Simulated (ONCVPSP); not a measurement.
**Which setting gave this result? (Cu, ONCV)**

Base potential:

| Quantity | Value |
| --- | --- |
| Element | copper (Cu) |
| Generator | ONCVPSP 4.0.1 |
| Type | optimised norm-conserving Vanderbilt (ONCV) |
| Functional | PW91 |
| Relativity | scalar-relativistic |
| Frozen core | [Ne] |
| Valence charge | 19 |
| Reference configuration | 3s2 3p6 3d10 4s0.75 4p0.25 |
| Partial waves | 3s+4s: rc 1.20 bohr, ncon 4, nbas 8, qcut 9.3 1/bohr, 2 projectors; 3p+4p: rc 1.30 bohr, ncon 3, nbas 6, qcut 12.2 1/bohr, 2 projectors; 3d: rc 0.95 bohr, ncon 3, nbas 7, qcut 16 1/bohr, 2 projectors, debl 1.8 Ha |
| Local potential | polynomial inside 0.85 bohr (lpopt 1, dvloc0 2 Ha) |
| Core correction | Teter function fitted to the true core (icmod 2), fcfact 0.25 |

Cutoffs, loose and tight: the cutoffs (Ha) at which the residual kinetic energy of the hardest occupied pseudo-wave falls to 1 and 0.1 mHa per electron. They do not see the model core or the augmentation charge, which bear on the density cutoff. Test errors are all-electron minus pseudo excitation energies from the reference, over the configurations 3s2 3p6 3d10 4s1 4p0; 3s2 3p6 3d10 4s0 4p0; 3s2 3p6 3d9 4s0 4p0; 3s2 3p6 3d9 4s1 4p0; variants that change the core or the reference have their own tests.

Only the scale of all radii but the core radius (base = 1) is moved:

| scale of all radii but the core radius (base = 1) | cutoff, loose | cutoff, tight | bound ghosts | largest test error (meV) |
| --- | --- | --- | --- | --- |
| 0.81 | 116 Ha | 229 Ha | none | -3.7 over the solved tests; 2 of 4 tests not solved or not reliable |
| 0.88 | 108 Ha | 122 Ha | none | -1.5 over the solved tests; 2 of 4 tests not solved or not reliable |
| 0.98 | 101 Ha | 114 Ha | none | +1.1 over the solved tests; 2 of 4 tests not solved or not reliable |
| 1.06 | 96 Ha | 109 Ha | none | -4.0 over the solved tests; 2 of 4 tests not solved or not reliable |
| 1.13 | 92 Ha | 105 Ha | none | +1.8 over the solved tests; 2 of 4 tests not solved or not reliable |
| 1.3 | 86 Ha | 98 Ha | none | +2.0 over the solved tests; 1 of 4 tests not solved or not reliable |

Task: One more run gave cutoff, loose: 86 Ha; cutoff, tight: 99 Ha; bound ghosts: none; largest test error (meV): +2.0 over the solved tests; 2 of 4 tests not solved or not reliable. Which value of the scale of all radii but the core radius (base = 1) was used?

Result: 1.25. The tight cutoff moves one way along this sweep, from 229 Ha at 0.81 to 98 Ha at 1.3, which places the run between 1.13 and 1.3.
